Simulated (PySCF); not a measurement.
PySCF input (BP86/6-31G* (5d)):

```python
from pyscf import gto, dft

mol = gto.M(
    atom='''
    Al   -0.00000000   -0.00000000   -1.15422869
    Cl    0.00000000    0.00000000    0.88264547
    ''',
    basis='6-31g*',
    charge=1,
    spin=1,
    symmetry='C2v',
    verbose=4,
)

mf = dft.UKS(mol, xc='bp86')
mf.grids.level = 3
mf.conv_tol = 1e-9
mf.max_cycle = 100
mf.max_memory = 1500
mf.kernel()
if not mf.converged:
    mf = mf.newton()
    mf.kernel(mf.make_rdm1())
mf.dip_moment()
```

Task: What final total energy does it give?

Result: -702.36532 Eh.
